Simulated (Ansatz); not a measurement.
Reaction (ligand exchange at the Si–O bond): `O[SiH](O)O[SiH2]F` + `N[SiH3]` → `F[SiH2]N[SiH3]` + `O[SiH](O)O`

Computed with Ansatz on PBE0-D4/def2-TZVP structures; ΔE is electronic, products minus reactants. CCSD(T)/CBS is the MP2 limit (def2-TZVPP, def2-QZVPP) plus CCSD(T) − MP2 in def2-TZVPP, frozen cores. This one scheme is used for every species. Functionals use def2-TZVPP. B3LYP here is the variant with VWN-RPA as its local correlation; programs differ in this. HSE06 is defined as in plane-wave codes. One conformer a species, not always the lowest.

```tsv
level	ΔE (kcal/mol)	difference from CCSD(T)/CBS
LDA (SPW92)	8.8	-2.3
PBE-D4	9.4	-1.7
r2SCAN-D4	11.2	0.1
B97M-V	11.9	0.8
PBE0-D4	10.2	-0.9
B3LYP-D4	11.7	0.6
r2SCANh-D4	11.3	0.2
r2SCAN0-D4	11.4	0.3
HSE06-D4	10.2	-0.9
BHLYP-D4	12.7	1.6
CAM-B3LYP-D4	12.0	0.9
ωB97X-V	11.0	-0.1
B2PLYP	11.7	0.6
PBE-QIDH	10.8	-0.3
PBE	9.5	-1.6
revPBE	9.8	-1.3
BLYP	11.4	0.3
r2SCAN	11.2	0.1
PBE0	10.2	-0.9
B3LYP	11.9	0.8
r2SCANh	11.3	0.2
r2SCAN0	11.4	0.3
HSE06	10.2	-0.9
BHLYP	12.8	1.7
CAM-B3LYP	12.0	0.9
LC-ωPBE	10.5	-0.6
HF/def2-SVP	12.6	1.5
MP2/def2-SVP	9.9	-1.2
CCSD/def2-SVP	10.3	-0.8
CCSD(T)/def2-SVP	10.0	-1.1
HF/def2-TZVPP	14.5	3.4
MP2/def2-TZVPP	10.9	-0.2
SCS-MP2/def2-TZVPP	11.6	0.5
CCSD/def2-TZVPP	11.6	0.5
CCSD(T)/def2-TZVPP	11.0	-0.1
HF/def2-QZVPP	14.9	3.8
MP2/def2-QZVPP	11.1	0.0
SCS-MP2/def2-QZVPP	11.8	0.7
HF/CBS(def2)	14.9	3.8
MP2/CBS(def2)	10.9	-0.2
CCSD(T)/CBS	11.1	0
```

Largest T1 diagnostic among the species: 0.012.

From PBE to PBE0 (25 % exact exchange), in def2-TZVPP and without D4, ΔE moves by +0.7 kcal/mol. At CCSD(T), def2-SVP lies −1.1 kcal/mol from the extrapolated value and def2-TZVPP −0.1 kcal/mol. Leaving LDA and LC-ωPBE aside and taking each functional with its dispersion term where it has one, the values, not all of them listed here, spread over 3.6 kcal/mol, from revPBE-D4 to BHLYP-D4.
